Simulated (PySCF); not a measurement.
**Correlation energy of Ar+ (argon, charge +1)**

[Ne] 3s2 3p4 4s1, high-spin 4P determinant (an excited configuration). Computed with PySCF 2.14 in x2c-TZVPPall with one added diffuse shell each of s, p, d type (6s6p4d1f, 51 functions), with the spin-free X2C one-electron Hamiltonian (Gaussian nucleus). Frozen: 1s2; 15 electrons correlated.

| level | correlation energy (mhartree) |
| --- | --- |
| CCSD | -338.21 |
| (T) | -6.68 |
| CCSD(T) | -344.89 |

Diagnostics: T1 = 0.0069, D1 = 0.0287, largest double amplitude 0.040.

The outer electron is Rydberg-like, and this basis confines it to a smaller radius and binds it less than a complete one would.

Cost of the coupled-cluster step: of the order of 10 core-seconds, for 15 correlated electrons.

This basis was not built for core-valence correlation, so the inner-shell part is incomplete.
